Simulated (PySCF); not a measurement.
Excitations are Tamm–Dancoff values on a coarser integration grid. The basis has no diffuse functions, so Rydberg states are missing or too high.

Cartesian coordinates (Å):
```xyz
14

C     -1.3052    -1.2623     0.1689
N     -0.5228    -0.0728    -0.0261
C     -1.2930     1.0934    -0.3506
In     1.4897    -0.0744     0.1500
S      2.5488    -2.1508     0.7184
S      2.7636     1.9308    -0.2000
H     -2.0358    -1.1497     0.9967
H     -1.8864    -1.5321    -0.7373
H     -0.6675    -2.1262     0.4142
H     -2.0253     1.3463     0.4443
H     -1.8712     0.9664    -1.2896
H     -0.6480     1.9762    -0.4862
H      3.7868    -1.6108     0.6864
H      1.6664     2.6660    -0.4892
```
Charge 0, multiplicity 1.

Task: What is the computed HOMO, HOMO–LUMO gap, S1–T1 gap (TDA), dipole moment and S1 excitation (TDA) (ωB97X-D3(BJ)/def2-TZVP // PBE0-D3(BJ)/def2-SVP (PySCF 2.14.0))?

Result: 
| Quantity | Value |
|---|---|
| HOMO | -8.63 eV |
| HOMO–LUMO gap | 9.18 eV |
| S1–T1 gap (TDA) | 0.39 eV |
| dipole moment | 1.58 D |
| S1 excitation (TDA) | 4.38 eV |
